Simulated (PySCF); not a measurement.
OSn, SMILES [O]=[Sn] (connectivity only; charge and spin as stated), neutral, multiplicity 1.

The structure is a stationary point at PBE-D3(BJ)/def2-TZVP. The def2 effective core potentials stand for the cores of Sn; spin–orbit coupling is left out.

Calculation: PySCF with PBE-D3(BJ)/def2-TZVP.

Frequencies are harmonic and unscaled.

```csv
mode,ν (cm⁻¹),IR (km/mol),Raman (Å⁴/amu),depolarisation,moving atoms (share of kinetic energy)
1,806,51.2,23.0,0.26,"O 88 %, Sn 12 %"
```
